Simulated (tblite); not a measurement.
C5H9NSSi.
SMILES with atom numbers: `[CH3:1][NH:2][SiH2:3][c:4]1[cH:5][cH:6][cH:7][s:8]1` (hydrogens: H9, H10, H11 on C1; H12 on N2; H13, H14 on Si3; H15 on C5; H16 on C6; H17 on C7)

Structure used (GFN2-xTB), in Å, numbered top down from 1:
```xyz
17
C5H9NSSi angstrom
C     -3.191   -0.141    0.214
N     -1.757   -0.111    0.360
Si    -0.715    0.453   -0.881
C      1.001    0.217   -0.178
C      1.445   -0.622    0.800
C      2.834   -0.539    1.038
C      3.441    0.365    0.229
S      2.323    1.123   -0.834
H     -3.431   -0.425   -0.808
H     -3.623   -0.879    0.893
H     -3.656    0.830    0.416
H     -1.486    0.052    1.319
H     -0.945   -0.404   -2.050
H     -0.865    1.863   -1.282
H      0.788   -1.285    1.335
H      3.353   -1.125    1.776
H      4.477    0.639    0.188
```

Method: GFN2-xTB as coded in tblite; computed harmonic values from a numerical Hessian at the method's own geometry, unscaled. This tight-binding method is rough: wavenumbers can miss measured ones by several per cent, in bad cases by 10 to 20. Modes of hydrogen on silicon can be 10 to 20 % off. One conformer, not necessarily the lowest.

Harmonic wavenumbers (cm⁻¹): 31.2, 80.6, 89.2, 153.0, 160.9, 205.3, 265.3, 408.0, 434.0, 501.3, 517.7, 546.4, 573.4, 644.6, 735.5, 737.0, 742.0, 808.4, 817.6, 826.4, 846.5, 850.8, 1002.5, 1064.8, 1074.5, 1100.2, 1111.4, 1164.4, 1184.2, 1328.0, 1360.8, 1423.7, 1447.1, 1493.3, 1503.9, 1546.2, 2164.8, 2226.4, 2908.6, 2976.7, 3036.4, 3116.2, 3126.8, 3160.5, 3437.5.

A = 3842, B = 768.7, C = 655.2 MHz; mass 143.022 u (most abundant isotopes); point group C1, symmetry number 1.

**Question.** What is the zero-point energy?

**Answer.** ½Σν̃ = 27467 cm⁻¹ = 78.53 kcal/mol.

**Question.** Give the ideal-gas entropy at 298.15 K and 1 bar in the rigid-rotor, harmonic-oscillator model (classical rotation).

**Answer.** Translation 40.81, rotation 29.50, vibration 28.94: S = 99.3 cal/(mol K).

**Question.** And Cp and H(298.15 K) − H(0)?

**Answer.** Cp = 37.63 cal/(mol K), of which vibrations give 29.69 (their classical limit is 45 R = 89.4); H(298.15 K) − H(0) = 6.81 kcal/mol without the zero-point energy, 4.44 from vibrations.

**Question.** How do the functions run with temperature in this model?

**Answer.** 
```
 T (K)  S (cal/(mol K))  Cp (cal/(mol K))  H − H(0) (kcal/mol)  G − H(0) (kcal/mol)  ln q(vib)
    50             60.0              13.4                 0.52                -2.48       0.73
   100             70.9              18.3                 1.32                -5.77       2.02
373.15            108.5              44.7                 9.90               -30.58       8.96
   500            123.0              54.4                16.21               -45.27      12.11
   750            147.7              67.4                31.58               -79.20      18.07
  1000            168.3              75.6                49.52              -118.78      23.55
```

q(vib) and H(0) count from the zero-point level.

**Question.** Blend soft modes into free rotors: weight 1/[1 + (100 cm⁻¹/ν̃)⁴] for the oscillator and the rest for a rotor with moment μB/(μ + B), μ = h/(8π²ν), B = 10⁻⁴⁴ kg m². What vibrational entropy results?

**Answer.** 26.18 cal/(mol K) in place of 28.94, which changes −T·S at 298.15 K by +0.82 kcal/mol.

**Question.** What must be added to the electronic energy to get the Gibbs energy at 298.15 K and 1 bar?

**Answer.** ZPE + [H(298.15 K) − H(0)] − T·S = 78.53 + 6.81 − 29.59 = 55.75 kcal/mol.

Hindered rotation and anharmonicity are outside this model. Other conformers, if any are populated, would add a mixing term that is left out. The structure is chiral; the term R ln 2 for an equal mix with its mirror image is left out.

On one thread, Arm Neoverse V1 (aarch64) (shared host), this took 0.71 s. The figure is for the frequency step alone.
